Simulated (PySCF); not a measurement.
C3H11NSi2, SMILES [SiH3]N(C=C)C[SiH3]. Atoms are numbered in the order given.

```xyz
17

C     -1.7340    -1.7623    -0.9172
C     -0.5704    -1.0958    -1.0223
N     -0.2650     0.1554    -0.4930
Si    -1.5063     1.1390     0.2803
C      1.1488     0.5556    -0.4860
Si     2.1190    -0.1877     0.9805
H     -2.5834    -1.3915    -0.3373
H     -1.8605    -2.7154    -1.4314
H      0.2491    -1.5422    -1.5992
H     -2.6651     1.3017    -0.6413
H     -2.0069     0.5403     1.5530
H     -0.8658     2.4504     0.5706
H      1.6212     0.2623    -1.4412
H      1.2222     1.6542    -0.4433
H      2.0561    -1.6759     0.9252
H      1.4955     0.2769     2.2540
H      3.5478     0.2482     0.9430
```

Geometry optimised at B3LYP-D3(BJ)/def2-SVP. The structure was generated by enumeration, and PubChem lists no compound with its InChIKey, so it may never have been made. One conformer was computed; it need not be the lowest.

Computed with PBE/pcSseg-1 (PySCF).

GIAO shieldings, no solvent; atoms listed in one row are averaged. δ = σ(ref) − σ: ¹³C against TMS (σ = 182.0 ppm); ¹⁵N against NH3 (σ = 267.0 ppm); ²⁹Si against TMS (σ = 335.4 ppm); ¹H against TMS (σ = 31.49 ppm), references at their B3LYP-D3(BJ)/def2-TZVP geometries, non-relativistic.

Problem. Estimate the chemical shifts. (An estimate is asked for; the answer gives what the named calculation found.)

Solution. 
```
nucleus          atoms  count  δ (ppm)
-------  -------------  -----  -------
¹³C                 C2      1    150.0
¹³C                 C1      1     90.6
¹³C                 C5      1     44.7
¹⁵N                 N3      1     80.0
²⁹Si               Si4      1    -52.8
²⁹Si               Si6      1    -75.0
¹H                  H9      1     6.31
¹H       H10, H11, H12      3     5.01
¹H                  H8      1     4.37
¹H                  H7      1     4.27
¹H       H15, H16, H17      3     4.15
¹H            H13, H14      2     3.28
```
